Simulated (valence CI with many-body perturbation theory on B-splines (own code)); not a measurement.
Cs XLIX: electric-dipole lines

Level of theory: configuration interaction combined with many-body perturbation theory (CI+MBPT): five valence electrons over a frozen Dirac-Fock core [He], radial functions for each j: 11 s, 11 p, 10 d, 8 f, 5 g, 2 h, with the one-electron correlation potential Σ1, the two-electron term Σ2, the three-electron term Σ3, Breit, model QED; selected CI, second order for the rest, scaled by the run's own slope (own B-spline code, finite nucleus).

The last digits are not significant, and no measured levels were compared; by estimate large intervals hold to a few tenths of a per cent, small ones and those within an open d or f shell to about a per cent. Among the levels kept, up to 7300 cm⁻¹ of a level comes from second order outside the variational space, and about a tenth of that is noise between levels of different J, which matters for small intervals.

Lines 101 to 150 of 600 in falling wavelength, among levels below 49779 × 10³ cm⁻¹, chosen from the strongest by gf and those to the six lowest levels. Wavelengths and rates use the calculated energies. Electric multipoles are in the length gauge, E1 and E2 with the static RPA response of the core. Weak lines are less certain than strong ones. Lines between different terms over intervals too small for the method are left out, as are lines whose strength nearly cancels. The highest levels of a list are the least certain.

Levels are named by their leading jj configuration (3d3/2^4 stands for four electrons in 3d with j = 3/2), which in mixed levels can hold well under half, so a name can repeat and another be missing. Letters in brackets count levels of one name in rising energy.

```csv
λ vac (Å),Upper,Lower,A (s⁻¹),log gf,Branch %
69.76,(2s 2p1/2^2 2p3/2 3d3/2) J=5/2 [a],(2s 2p1/2^2 2p3/2 3p1/2) J=3/2 [a],3.21e+10,-0.85,0.1
69.71,(2s^2 2p1/2 2p3/2 3d3/2) J=3/2 [a],(2s^2 2p1/2 2p3/2 3p1/2) J=3/2 [a],3.16e+10,-1.04,0.0
69.70,(2s^2 2p3/2^2 3p3/2) J=3/2 [b],(2s^2 2p3/2^2 3s) J=1/2,6.79e+10,-0.70,0.8
69.68,(2s 2p1/2^2 2p3/2 3p3/2) J=5/2 [a],(2s^2 2p1/2 2p3/2 3p3/2) J=5/2 [b],2.13e+10,-1.03,0.0
69.42,(2s 2p1/2 2p3/2^2 3p3/2) J=3/2 [e],(2s 2p1/2 2p3/2^2 3s) J=3/2 [d],4.17e+10,-0.92,0.1
69.40,(2s^2 2p1/2 2p3/2 3p3/2) J=3/2 [a],(2s^2 2p1/2 2p3/2 3s) J=1/2,4.23e+10,-0.91,6.7
69.25,(2s 2p1/2 2p3/2^2 3p3/2) J=5/2 [a],(2s 2p1/2 2p3/2^2 3s) J=5/2 [a],4.64e+10,-0.70,0.1
69.25,(2s^2 2p3/2^2 3d3/2) J=3/2 [a],(2s^2 2p3/2^2 3p1/2) J=3/2,5.67e+10,-0.79,0.0
69.21,(2s 2p1/2^2 2p3/2 3d3/2) J=5/2 [b],(2s 2p1/2^2 2p3/2 3p1/2) J=3/2 [b],8.18e+10,-0.45,0.3
69.18,(2s 2p1/2^2 2p3/2 3d3/2) J=5/2 [a],(2s 2p1/2^2 2p3/2 3p1/2) J=5/2,2.18e+10,-1.03,0.1
69.04,(2s 2p1/2 2p3/2^2 3p3/2) J=3/2 [c],(2s 2p1/2 2p3/2^2 3s) J=1/2 [a],1.12e+11,-0.50,0.2
69.01,(2s 2p1/2 2p3/2^2 3p3/2) J=5/2 [e],(2s 2p1/2 2p3/2^2 3s) J=3/2 [d],7.44e+10,-0.50,0.9
68.98,(2s^2 2p1/2 2p3/2 3d3/2) J=5/2 [a],(2s^2 2p1/2 2p3/2 3p1/2) J=3/2 [a],5.83e+10,-0.60,0.1
68.81,(2s 2p1/2 2p3/2^2 3p3/2) J=5/2 [e],(2s 2p1/2 2p3/2^2 3s) J=5/2 [c],1.94e+10,-1.08,0.2
68.70,(2s 2p1/2 2p3/2^2 3d3/2) J=3/2 [a],(2s 2p1/2 2p3/2^2 3p1/2) J=3/2 [a],6.41e+10,-0.74,0.1
68.60,(2s^2 2p3/2^2 3d3/2) J=5/2,(2s^2 2p3/2^2 3p1/2) J=3/2,3.27e+10,-0.86,0.0
68.57,(2s 2p1/2 2p3/2^2 3d5/2) J=5/2 [c],(2s 2p1/2 2p3/2^2 3p1/2) J=3/2 [d],2.69e+10,-0.94,0.0
68.56,(2s 2p1/2^2 2p3/2 3d3/2) J=3/2 [a],(2s 2p1/2^2 2p3/2 3p1/2) J=3/2 [a],4.79e+10,-0.87,0.1
68.47,(2s 2p1/2 2p3/2^2 3d3/2) J=7/2 [a],(2s 2p1/2 2p3/2^2 3p1/2) J=5/2 [a],6.52e+10,-0.44,0.0
68.36,(2s 2p1/2 2p3/2^2 3d3/2) J=7/2 [c],(2s 2p1/2 2p3/2^2 3p1/2) J=5/2 [c],6.83e+10,-0.42,0.1
68.34,(2s^2 2p1/2 2p3/2 3d3/2) J=7/2,(2s^2 2p1/2 2p3/2 3p1/2) J=5/2,7.60e+10,-0.37,44.5
68.18,(2s 2p1/2 2p3/2^2 3d3/2) J=1/2 [a],(2s 2p1/2 2p3/2^2 3p1/2) J=3/2 [a],8.63e+10,-0.92,0.1
68.14,(2s^2 2p1/2^2 3d3/2) J=3/2,(2s^2 2p1/2^2 3p1/2) J=1/2,8.14e+10,-0.64,0.1
67.96,(2s^2 2p3/2^2 3d3/2) J=1/2,(2s^2 2p3/2^2 3p1/2) J=3/2,6.64e+10,-1.04,0.0
67.96,(2s 2p1/2 2p3/2^2 3d3/2) J=5/2 [c],(2s 2p1/2 2p3/2^2 3p1/2) J=3/2 [c],3.81e+10,-0.80,0.0
67.91,(2s 2p1/2 2p3/2^2 3d3/2) J=3/2 [c],(2s 2p1/2 2p3/2^2 3p1/2) J=1/2 [a],6.45e+10,-0.75,0.0
67.89,(2s 2p1/2^2 2p3/2 3p3/2) J=3/2 [b],(2s 2p1/2^2 2p3/2 3s) J=3/2 [b],5.89e+10,-0.79,0.1
67.88,(2s 2p1/2^2 2p3/2 3d3/2) J=1/2 [a],(2s 2p1/2^2 2p3/2 3p1/2) J=3/2 [a],9.13e+10,-0.90,0.3
67.81,(2s 2p1/2 2p3/2^2 3p3/2) J=5/2 [b],(2s 2p1/2 2p3/2^2 3s) J=5/2 [b],7.25e+10,-0.52,0.0
67.77,(2s 2p1/2 2p3/2^2 3d3/2) J=1/2 [b],(2s 2p1/2 2p3/2^2 3p1/2) J=1/2 [b],6.02e+10,-1.08,0.0
67.68,(2s 2p1/2 2p3/2^2 3d3/2) J=5/2 [a],(2s 2p1/2 2p3/2^2 3p1/2) J=3/2 [a],3.61e+10,-0.83,0.0
67.60,(2s^2 2p1/2 2p3/2 3d3/2) J=3/2 [a],(2s^2 2p1/2 2p3/2 3p1/2) J=1/2,4.01e+10,-0.96,0.0
67.43,(2s 2p1/2^2 2p3/2 3d3/2) J=7/2,(2s 2p1/2^2 2p3/2 3p1/2) J=5/2,4.11e+10,-0.65,2.3
67.25,(2s^2 2p1/2^2 3p3/2) J=3/2,(2s^2 2p1/2^2 3s) J=1/2,1.27e+11,-0.46,22.6
67.20,(2s 2p1/2 2p3/2^2 3d3/2) J=3/2 [d],(2s 2p1/2 2p3/2^2 3p1/2) J=1/2 [b],3.64e+10,-1.01,0.1
67.02,(2s 2p1/2^2 2p3/2 3p3/2) J=3/2 [b],(2s 2p1/2^2 2p3/2 3s) J=1/2,7.32e+10,-0.71,0.1
66.99,(2s^2 2p3/2^2 3d3/2) J=7/2,(2s^2 2p3/2^2 3p1/2) J=5/2,8.79e+10,-0.32,0.1
66.96,(2s 2p1/2 2p3/2^2 3d3/2) J=5/2 [d],(2s 2p1/2 2p3/2^2 3p1/2) J=3/2 [d],2.55e+10,-0.99,0.0
66.83,(2s 2p1/2 2p3/2^2 3d3/2) J=9/2,(2s 2p1/2 2p3/2^2 3p1/2) J=7/2,3.60e+10,-0.62,4.3
66.72,(2s 2p1/2^2 2p3/2 3d3/2) J=3/2 [b],(2s 2p1/2^2 2p3/2 3p1/2) J=3/2 [b],2.92e+10,-1.11,0.0
66.35,(2s 2p1/2^2 2p3/2 3d3/2) J=3/2 [b],(2s 2p1/2^2 2p3/2 3p1/2) J=1/2,3.52e+10,-1.03,0.0
66.31,(2s 2p1/2 2p3/2^2 3p3/2) J=3/2 [a],(2s 2p1/2 2p3/2^2 3s) J=3/2 [a],9.22e+10,-0.61,0.1
66.13,(2s^2 2p1/2 2p3/2 3d3/2) J=1/2 [a],(2s^2 2p1/2 2p3/2 3p1/2) J=1/2,7.50e+10,-1.01,0.1
65.62,(2s 2p1/2^2 2p3/2 3p3/2) J=1/2 [b],(2s 2p1/2^2 2p3/2 3s) J=1/2,1.28e+11,-0.78,2.6
65.16,(2s 2p1/2 2p3/2^2 3s) J=7/2,(2s 2p1/2^2 2p3/2 3p3/2) J=5/2 [a],2.29e+10,-0.93,0.2
65.13,(2s 2p1/2^2 2p3/2 3d3/2) J=1/2 [b],(2s 2p1/2^2 2p3/2 3p1/2) J=1/2,6.01e+10,-1.12,0.1
64.86,(2p1/2^2 2p3/2^2 3p1/2) J=5/2,(2s 2p1/2 2p3/2^2 3p1/2) J=3/2 [e],3.20e+10,-0.92,0.1
64.76,(2s 2p1/2 2p3/2^2 3d3/2) J=7/2 [b],(2s 2p1/2 2p3/2^2 3p1/2) J=7/2,4.43e+10,-0.65,0.0
64.33,(2s^2 2p1/2 2p3/2 3p3/2) J=5/2 [b],(2s^2 2p1/2 2p3/2 3s) J=3/2 [b],6.55e+10,-0.61,2.3
64.11,(2s 2p1/2 2p3/2^2 3s) J=7/2,(2s^2 2p3/2^2 3s) J=5/2,6.09e+10,-0.52,0.6
```
